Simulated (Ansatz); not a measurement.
Input file for Cl2FH3O2Si2 (`O[Si](O)(Cl)[SiH](F)Cl`):

```yaml
crystal:
  periodic: [false, false, false]
  atoms:
    - {symbol: O, position_ang: [-0.034092, -1.438649, 1.398370]}
    - {symbol: Si, position_ang: [0.146955, -0.709312, -0.052412]}
    - {symbol: O, position_ang: [1.698020, -0.830435, -0.513743]}
    - {symbol: Cl, position_ang: [-1.135488, -1.618256, -1.383044]}
    - {symbol: Si, position_ang: [-0.333995, 1.580584, -0.018106]}
    - {symbol: F, position_ang: [-1.786738, 1.760102, 0.622130]}
    - {symbol: Cl, position_ang: [-0.377970, 2.303032, -1.926434]}
    - {symbol: H, position_ang: [-0.902698, -1.770140, 1.633896]}
    - {symbol: H, position_ang: [2.122304, -1.691252, -0.527575]}
    - {symbol: H, position_ang: [0.603703, 2.414346, 0.766908]}
basis:
  gaussian: {orbitals: def2-TZVPP}
correlation: {method: ccsd_t}
```

```sh
$ ansatz run in.yaml --threads 2 --pin off --events-out ev --progress --plain --max-ram 32768MiB --backend cuda --devices 0, --max-vram 18GiB
```

The program prints (abridged):

```
Functional definition: HF
1843 factors; integrals over basis functions are off by at most 9.8e-4 eV
mean field evaluation 1: about -47565.8519 eV, gradient 5.5e1 eV
mean field evaluation 2: about -47566.2656 eV, gradient 5.6e1 eV
mean field evaluation 4: about -47571.8372 eV, gradient 3.5e0 eV
mean field evaluation 8: about -47571.9224 eV, gradient 2.9e-1 eV
mean field -47571.92273480 eV, -1748.2359150965 hartree, gradient 8.2e-6 eV, S^2 0.000000; 0 other end points of the search recorded, 0 dependent functions left out
23 core orbitals not correlated: weight in the atoms' cores, before any rotation towards them, 1.000 or more for the frozen orbitals, at most 0.000 for the correlated occupied ones
reference -47571.92273480 eV, -1748.2359150965 hartree; 22, 22 occupied and 258, 258 virtual orbitals, 1843 factors
second order -36.17147458 eV of doubles, -0.00000000 eV of singles
cycle   1  -36.57114377 eV  change   -4.0e-1 eV  update   1.2e-1
cycle   2  -37.31848773 eV  change   -7.5e-1 eV  update   3.5e-2
cycle   3  -37.49479601 eV  change   -1.8e-1 eV  update   1.8e-2
cycle   4  -37.47407754 eV  change    2.1e-2 eV  update   3.9e-3
cycle   5  -37.47079059 eV  change    3.3e-3 eV  update   1.8e-3
cycle   6  -37.47197998 eV  change   -1.2e-3 eV  update   5.5e-4
cycle   7  -37.47170349 eV  change    2.8e-4 eV  update   2.1e-4
cycle   8  -37.47159718 eV  change    1.1e-4 eV  update   6.2e-5
cycle   9  -37.47162464 eV  change   -2.7e-5 eV  update   2.5e-5
perturbative correction -1.40764856 eV, -0.0517301305 hartree
Total energy: -47610.80200800 eV, -1749.6647020335 hartree
```

It took 14 s on 2 threads of an AMD EPYC 7R13 on a shared host and a share of an NVIDIA H100 80 GB, with 0.85 GiB of host memory at the peak.

Correlation energy per correlated electron: -0.884 eV. T1 diagnostic: 0.0115.
